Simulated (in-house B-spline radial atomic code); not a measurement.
Inner levels of molybdenum as electrons are removed. A shift is the extra binding of the orbital against the neutral atom ([Kr] 4d3/2(4) 4d5/2(1) 5s1). The density at the nucleus is averaged over the nuclear charge. Computed with a B-spline radial code for spherical atoms: Dirac-Hartree-Fock, jj configuration that fills j = l - 1/2 first, finite nuclei.

A number in brackets counts the electrons of a j subshell.

```csv
ion,configuration,shift of 3p1/2 (eV),shift of 2p3/2 (eV),shift of 1s1/2 (eV),radius of 3p1/2 (bohr),radius of 2p3/2 (bohr),radius of 1s1/2 (bohr),Σ<r²> (bohr²),change of density at nucleus (bohr⁻³)
Mo16+,[Ar] 3d3/2(4) 3d5/2(4),399.75,435.53,443.59,0.40755,0.13497,0.035154,3.197,-121.62
Mo17+,[Ar] 3d3/2(4) 3d5/2(3),453.91,501.66,510.36,0.40287,0.13483,0.035155,2.9334,-78.136
Mo18+,[Ar] 3d3/2(4) 3d5/2(2),509.42,570,579.54,0.39825,0.13467,0.035156,2.6875,-32.23
Mo19+,[Ar] 3d3/2(4) 3d5/2(1),566.28,640.54,651.13,0.39368,0.1345,0.035157,2.4578,16.103
Mo20+,[Ar] 3d3/2(4),624.45,713.25,725.11,0.38918,0.13431,0.035158,2.2428,66.859
Mo21+,[Ar] 3d3/2(3),679.82,790.11,802.19,0.38515,0.13417,0.035159,2.0429,121.13
Mo22+,[Ar] 3d3/2(2),736.44,869.19,881.66,0.38117,0.13401,0.03516,1.8551,177.87
Mo23+,[Ar] 3d3/2(1),794.31,950.5,963.54,0.37726,0.13384,0.035161,1.6784,237.09
Mo24+,[Ne] 3s2 3p6,853.43,1034,1047.8,0.37341,0.13366,0.035162,1.512,298.78
Mo25+,[Ne] 3s2 3p1/2(2) 3p3/2(3),913.4,1111.42,1135.44,0.3699,0.13366,0.035157,1.3237,369.8
Mo26+,[Ne] 3s2 3p1/2(2) 3p3/2(2),974.25,1190.23,1224.91,0.36646,0.13346,0.035152,1.1424,442.88
Mo27+,[Ne] 3s2 3p1/2(2) 3p3/2(1),1036,1270.43,1316.24,0.36309,0.13326,0.035147,0.96797,518.04
Mo28+,[Ne] 3s2 3p1/2(2),1098.63,1351.99,1409.4,0.35978,0.13305,0.035142,0.79993,595.27
```
